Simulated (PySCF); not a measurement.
## Ionisation energy of Gd⁴⁶⁺ by level of theory

Gd⁴⁶⁺ [Ar] (1S) → Gd⁴⁷⁺ [Ne] 3s2 3p5 (2P), as a difference of total energies. Calculation: PySCF 2.14, in an even-tempered Gaussian basis (18 s from 10 bohr⁻², ratio 2.5; 12 p from 13 bohr⁻², ratio 2.5; 4 d from 56 bohr⁻², ratio 2.7; 4 f from 83 bohr⁻², ratio 2.7); scalar relativity by spin-free X2C-1e. Correlated levels: outer shells: 1s2 frozen; virtual orbitals above 40 to 60 times the deepest correlated orbital energy dropped. The calculations carry no spin-orbit coupling.

| method | ionisation energy (eV) |
| --- | --- |
| UHF | 4036.8 |
| LDA | 4037.6 |
| PBE | 4038.1 |
| PBE0 | 4038.4 |
| r2SCAN | 4039.2 |
| B97-3 | 4038.5 |
| B3LYP | 4038.5 |
| MP2 (outer shells) | 4037.9 |
| SCS-MP2 (outer shells) | 4037.7 |

A first-order spin-orbit estimate (lowest level to lowest level, LS coupling) adds -54.582 eV.

Breit and QED terms and the two-electron picture change are absent.

For comparison: 3980 ± 4 eV (theoretical estimate listed by NIST; NIST Atomic Spectra Database, ionization energies).
